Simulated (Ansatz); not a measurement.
Process, species as SMILES: N[Si](Br)(Br)Br → [NH][Si](Br)(Br)Br + H atom (the H-N bond at the site shown breaks; other sites are not compared here)
Structures are relaxed separately at B3LYP-D3(BJ)/def2-TZVP in Ansatz (a first-principles code), one conformer each, not searched for the lowest. Frequencies are from Ansatz.

Wanted: bond dissociation energy (enthalpy at 298 K, with B3LYP-D3(BJ) rigid-rotor harmonic-oscillator terms), in kcal/mol. Valence correlation only, unless marked. UHF or UKS for open shells. Spin-orbit coupling is left out. The frozen core is the preceding noble-gas configuration, with the filled d and f shells of earlier blocks. Non-relativistic. CBS(X,Y): correlation extrapolated as X^-3; Hartree-Fock from the larger set. The bracket is a focal-point correction in the basis named.

| level | program | bond dissociation energy (kcal/mol) |
|---|---|---|
| HF/def2-SVP | Ansatz | 84.4 |
| HF/def2-TZVPP | Ansatz | 83.2 |
| revPBE-D3(BJ)/def2-TZVPD | Ansatz + dftd3 | 105.3 |
| r2SCAN-D3(BJ)/def2-TZVPD | Ansatz + dftd3 | 107.0 |
| PBE0-D4/def2-TZVPD | Ansatz + dftd4 | 108.8 |
| BHLYP-D4/def2-TZVPD | Ansatz + dftd4 | 108.3 |
| HSE06-D4/def2-TZVPD | Ansatz + dftd4 | 108.8 |
| B2GP-PLYP/def2-TZVPD | Ansatz | 110.6 |
| B2PLYP-D3(BJ)/def2-TZVPD | Ansatz + dftd3 | 110.4 |
| PBE-QIDH/def2-TZVPD | Ansatz | 110.7 |
| MP2/6-31G | Ansatz | 108.5 |
| MP2/6-31G* | Ansatz | 104.9 |
| MP2/def2-SVP | Ansatz | 110.8 |
| SCS-MP2/STO-3G | Ansatz | 104.8 |
| SCS-MP2/6-31G | Ansatz | 108.6 |
| SCS-MP2/def2-SVP | Ansatz | 110.3 |
| SCS-MP2/def2-TZVPP | Ansatz | 114.2 |
| CCSD/STO-3G | Ansatz | 104.5 |
| CCSD/6-31G | Ansatz | 106.3 |
| CCSD/6-31G* | Ansatz | 101.6 |
| RI-MP2/CBS(def2-TZVPP,def2-QZVPP)+[CCSD(T)-MP2]/def2-TZVPP | Ansatz | 114.2 |
